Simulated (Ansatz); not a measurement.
System: CH7FNSi2 (charge 0, doublet). It need not be the lowest isomer of its formula. 
Geometry from a B3LYP-D3(BJ)/def2-TZVP (Ansatz, an electronic-structure program) optimisation:
SMILES: C[Si@H](F)[N][SiH3]
```xyz
12

Si     0.8452     0.4256    -0.4315
C      2.3013    -0.6479     0.0056
F      0.8145     1.6544     0.6107
N     -0.5685    -0.5208    -0.4229
Si    -2.1354    -0.6847     0.2640
H      0.9327     1.0322    -1.7776
H      2.4187    -1.4500    -0.7237
H      3.2127    -0.0470     0.0193
H      2.1710    -1.0939     0.9930
H     -2.2577    -0.1420     1.6390
H     -2.5424    -2.1086     0.2693
H     -3.0311     0.0801    -0.6443
```
Charge 0, spin multiplicity 2.

Quantity: atomisation energy (electronic, to ground-state atoms), in kcal/mol. Valence correlation only, unless marked. UHF or UKS for open shells. No spin-orbit coupling. No relativistic terms. The coupled-cluster limit lacks core correlation, which all-electron functionals hold. CBS marks a two-point X^-3 extrapolation of the correlation energy; Hartree-Fock from the larger set. [CCSD(T)-MP2]/basis is that difference in the basis named.

| level | program | atomisation energy (kcal/mol) |
|---|---|---|
| r2SCAN/def2-TZVPD | Ansatz | 994.8 |
| PBE0/STO-3G | Ansatz | 1158.5 |
| PBE0/6-31G* | Ansatz | ___ |
| PBE0/def2-TZVP | Ansatz | ___ |
| r2SCANh/def2-TZVPD | Ansatz | 989.2 |
| B2GP-PLYP-D4/def2-TZVPD | Ansatz + dftd4 | ___ |
| PBE-QIDH/def2-TZVPD | Ansatz | 977.9 |
| SCS-MP2/cc-pV(T+d)Z | Ansatz | 975.4 |
| CCSD/STO-3G | Ansatz | 986.0 |
| CCSD/6-31G | Ansatz | 770.4 |
| CCSD/cc-pV(D+d)Z | Ansatz | ___ |
| RI-MP2/CBS(cc-pV(T+d)Z,cc-pV(Q+d)Z)+[CCSD(T)-MP2]/cc-pV(T+d)Z | Ansatz | 995.8 |

Task: What belongs in the gaps?

Result: 
- PBE0/6-31G*, atomisation energy (kcal/mol): 970.8
- PBE0/def2-TZVP, atomisation energy (kcal/mol): 981.9
- B2GP-PLYP-D4/def2-TZVPD, atomisation energy (kcal/mol): 980.9
- CCSD/cc-pV(D+d)Z, atomisation energy (kcal/mol): 893.0
